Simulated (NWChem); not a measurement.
System: MgH2S; SMILES [MgH][SH]

NWChem input:

```
start job
memory heap 200 mb stack 900 mb global 1100 mb
geometry units angstroms noautosym nocenter noautoz
  Mg     0.233474    -1.142312     0.000000
  H      0.386854    -2.829255     0.000000
  S      0.062367     1.170564     0.000000
  H     -1.290702     1.147842     0.000000
end
basis spherical
  Mg library 6-311g**
  H library 6-311g**
  S library 6-311g**
end
dft
  xc pbe0
  iterations 150
end
tddft
  cis
  ecut -85.0
  nroots 6
  notriplet
end
task tddft energy
```

Geometry: optimised at PBE0/def2-SVP.

Core excitations by TDA in a window of 1s orbitals, non-relativistic and unshifted: absolute energies depend strongly on the exact-exchange share.

Problem. Give the results of this calculation. (PBE0/6-311G** (spherical d), restricted-window TDA.) Quantities: first 1s excitation (eV); dipole oscillator strength of the first; first state with f > 0.002 (eV); dipole oscillator strength of that state.

Solution. 
```yaml
first 1s excitation (eV): 2418.9
dipole_oscillator_strength_of_the_first: 0.0016
first state with f > 0.002 (eV): 2420.1
dipole_oscillator_strength_of_that_state: 0.0039
```
